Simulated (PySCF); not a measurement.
Species: FH8NSi3.
SMILES with atom numbers: `[NH2:1][Si@H:2]([SiH3:3])[SiH2:4][F:5]` (hydrogens: H6, H7 on N1; H8 on Si2; H9, H10, H11 on Si3; H12, H13 on Si4)

Computed by this run: PBE0-D3(BJ)/def2-SVP geometry optimisation, gas phase in PySCF 2.14.0; density fitting, grid level 1; the optimiser is geomeTRIC in internal coordinates, started from a GFN2-xTB structure.

The end geometry, which sets the zero of energy:
```
atom  x, y, z in Å
N1     -0.3639    1.8678    0.2943
Si2    -0.0717    0.3854   -0.5767
Si3    -1.7321   -1.1466    0.0431
Si4     2.0169   -0.3418    0.1948
F5      2.5359   -1.6126   -0.6918
H6     -1.3109    2.2271    0.3561
H7      0.2923    2.6354    0.1913
H8     -0.0496    0.4802   -2.0792
H9     -3.0918   -0.5945   -0.2569
H10    -1.6472   -1.4291    1.5093
H11    -1.5575   -2.4268   -0.7090
H12     3.0450    0.7401    0.0903
H13     1.9296   -0.7857    1.6178
```

Question: These geometries come from the run, each turned onto the end geometry. Order them by energy, lowest first.
A.
```
atom  x, y, z in Å
N1     -0.3541    1.8963    0.2965
Si2    -0.0860    0.4144   -0.5814
Si3    -1.7119   -1.1517    0.0448
Si4     1.9905   -0.3529    0.1901
F5      2.4794   -1.6463   -0.6819
H6     -1.2973    2.2637    0.3700
H7      0.3059    2.6592    0.1822
H8     -0.0760    0.5115   -2.0833
H9     -3.0951   -0.6668   -0.2613
H10    -1.6214   -1.4297    1.5112
H11    -1.4693   -2.4191   -0.7104
H12     3.0539    0.6944    0.0882
H13     1.8764   -0.7740    1.6188
```
B.
```
atom  x, y, z in Å
N1     -0.3944    1.7961    0.3520
Si2    -0.0543    0.3264   -0.5040
Si3    -1.7890   -1.1211    0.0204
Si4     2.0683   -0.2423    0.1939
F5      2.4629   -1.5502   -0.6760
H6     -1.3261    2.1766    0.3155
H7      0.2695    2.5537    0.3307
H8     -0.0352    0.5554   -1.9776
H9     -3.0968   -0.6845   -0.4871
H10    -1.9659   -1.2894    1.4667
H11    -1.5589   -2.4581   -0.5325
H12     3.1859    0.6621   -0.0826
H13     2.2289   -0.7259    1.5640
```
C.
```
atom  x, y, z in Å
N1     -0.3858    1.8739    0.3560
Si2    -0.0782    0.4089   -0.5380
Si3    -1.7336   -1.1509    0.0309
Si4     2.0260   -0.3437    0.1685
F5      2.4314   -1.6637   -0.7034
H6     -1.3278    2.2519    0.3597
H7      0.2874    2.6316    0.2973
H8     -0.0489    0.5171   -2.0402
H9     -3.0802   -0.6849   -0.4302
H10    -1.7799   -1.3243    1.5159
H11    -1.4357   -2.4673   -0.6123
H12     3.0994    0.6795   -0.0329
H13     2.0209   -0.7292    1.6120
```
D.
```
atom  x, y, z in Å
N1     -0.3984    1.8552    0.3731
Si2    -0.0595    0.3893   -0.5118
Si3    -1.7337   -1.1535    0.0334
Si4     2.0526   -0.3500    0.1677
F5      2.4261   -1.6709   -0.7273
H6     -1.3379    2.2397    0.3444
H7      0.2790    2.6112    0.3371
H8     -0.0222    0.5367   -2.0116
H9     -3.0395   -0.6557   -0.5026
H10    -1.8445   -1.2951    1.5168
H11    -1.4591   -2.4975   -0.5554
H12     3.0674    0.7175   -0.0911
H13     2.0646   -0.7278    1.6106
```

Answer: A (0.002 eV), C (0.008 eV), D (0.021 eV), B (0.264 eV).

In the order of the answer:

```tsv
step	E above end (eV)	largest force (eV/Å)	rms force component (eV/Å)	rms distance from end (Å)	rms bond change (Å)	bond most changed (Å)
7	0.002	0.04	0.011	0.049	0.001	Si2–Si4 +0.002
4	0.008	0.07	0.017	0.112	0.001	Si2–Si3 +0.002
1	0.021	0.21	0.060	0.147	0.002	Si4–F5 +0.004
0	0.264	0.92	0.381	0.188	0.024	Si2–Si4 -0.037
```

What follows is the cost of the whole optimisation. The run took 40 s wall on one thread of an Arm Neoverse V2, shared host, and the process peaked at 0.60 GiB of memory.
